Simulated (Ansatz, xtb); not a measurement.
## CH5BGeO (SMILES [BH2][GeH2][CH]=O): the dipole moment, rung by rung

The species is CH5BGeO (9 atoms), meant as a singlet with charge 0. As SMILES, `[BH2][GeH2][CH]=O`. The coordinates come from a PBE0-D4/def2-TZVP relaxation. This is one conformer, not always the lowest.

```xyz
9

B    -0.9615    1.3468   -0.4313
Ge    0.7391    0.2336   -0.1573
C     0.1369   -1.5671    0.5400
O     0.0545   -2.5427   -0.1476
H    -1.3542    1.6318   -1.5211
H    -1.6053    1.6769    0.5190
H     1.6195    0.8187    0.9656
H     1.5905   -0.0275   -1.4068
H    -0.1308   -1.6168    1.6222
```

Each level gives the dipole moment (D). The values are calculated.

```csv
level,kind,program,value (D),CPU time
GFN2-xTB,semi-empirical,xtb,2.62,under 2 s
GFN0-xTB,semi-empirical,xtb,2.87,under 2 s
GFN1-xTB,semi-empirical,xtb,3.13,under 2 s
HF/STO-3G,Hartree–Fock,Ansatz,1.87,1.2 s
HF/3-21G,Hartree–Fock,Ansatz,2.81,1.8 s
HF/def2-SVP,Hartree–Fock,Ansatz,2.94,7.4 s
r2SCAN/pcseg-2,meta-GGA,Ansatz,2.02,57 s
B3LYP/6-31G* (spherical functions),global hybrid,Ansatz,2.05,12 s
B3LYP/6-31G* (Cartesian functions),global hybrid,Ansatz,2.05,13 s
PBE0/def2-SVP,global hybrid,Ansatz,2.06,15 s
```

All-electron rows without a relativistic Hamiltonian named are non-relativistic. The values span 1.87 to 3.13 D. Sets without polarisation functions give poor dipoles. Times are those of the runs behind each value, whatever else they computed, on shared processors of several kinds: orders of magnitude only.
